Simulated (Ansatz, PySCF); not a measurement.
Scan of F2Ge, singlet: symmetric bend, bond length relaxed. Scanned: F-Ge-F angle. Other coordinates (Ge-F bond length) were minimised at PBE0/def2-TZVP.

Cartesian coordinates as functions of the variables (Å; names that start with a are angles):
```
Ge  0  0  0
F  r*sin(a/2)  0  r*cos(a/2)
F  -r*sin(a/2)  0  r*cos(a/2)
```

Levels of theory: RKS-PBE/cc-pVTZ = restricted PBE/cc-pVTZ (Ansatz, a program for electronic structure); PBE0/cc-pVTZ (PySCF); RKS-B3LYP/6-31G* = restricted B3LYP/6-31G*, spherical d in PySCF 2.14.0; wB97X-V/cc-pVTZ (PySCF); RHF/LANL2DZ = restricted Hartree-Fock/LANL2DZ, with its core potentials past Ne run with PySCF 2.14.0; CCSD(T) on RHF/cc-pVTZ, 11 core orbitals frozen (PySCF).

Energies in eV, each method relative to its own lowest point.

```tsv
a / °	RKS-PBE/cc-pVTZ	PBE0	RKS-B3LYP/6-31G*	wB97X-V	RHF/LANL2DZ	CCSD(T)
180	1.557	1.830	1.793	1.921	2.320	1.943
170	1.501	1.765	1.727	1.853	2.240	1.878
160	1.343	1.581	1.540	1.661	2.014	1.692
150	1.108	1.307	1.267	1.373	1.673	1.404
140	0.830	0.981	0.947	1.031	1.263	1.056
130	0.545	0.647	0.620	0.680	0.842	0.695
120	0.289	0.346	0.327	0.365	0.462	0.370
110	0.094	0.117	0.108	0.124	0.167	0.124
100	0.000	0.000	0.000	0.000	0.000	0.000
90	0.055	0.047	0.048	0.044	0.014	0.052
80	0.336	0.344	0.332	0.344	0.301	0.369
```
